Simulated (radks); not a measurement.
Question: Species: Ta8+. Configuration: [Kr] 4d10 4f12 5s2 5p5 (not the ground configuration). Method: scalar-relativistic Kohn-Sham, PBE, spin-polarised, spherical densities, finite nucleus; open shells are filled with parallel spins first (spin-orbit coupling, left out, can overturn this in heavy ions); Fermi nuclear charge, rms radius 5.3507 fm; computed with a radial shooting solver on a logarithmic mesh with Libxc functionals. Some entries of the table are withheld. Estimate them.

orbital,occ.,eigenvalue (eV),<r^2> (bohr^2)
1s up,1,-67484.28,0.0004788
1s down,1,-67484.16,0.0004788
2s up,1,-11710.37,0.007377
2s down,1,-11710.27,0.007377
2p up,3,-10281.56,0.006084
2p down,3,-10281.43,0.006084
3s up,1,-2791.512,0.04797
3s down,1,-2790.216,0.04794
3p up,3,-2366.354,0.04867
3p down,3,-2365.039,0.04863
3d up,5,-1869.457,0.04040
3d down,5,-1868.436,0.04036
4s up,1,-678.8370,0.2358
4s down,1,-676.4206,0.2359
4p up,3,-538.6337,0.2674
4p down,3,-536.2768,0.2675
4d up,5,-358.9883,0.3092
4d down,5,-356.6485,0.3094
5s up,1,-193.4140,1.181
5s down,1,-191.3261,1.186
4f up,7,-159.0465,0.4197
4f down,5,-156.6296,0.4215
5p up,3,-154.7424,(1)
5p down,2,-152.8224,(2)

Answer: 
(1) 5p up <r^2> (bohr^2): 1.479
(2) 5p down <r^2> (bohr^2): 1.490
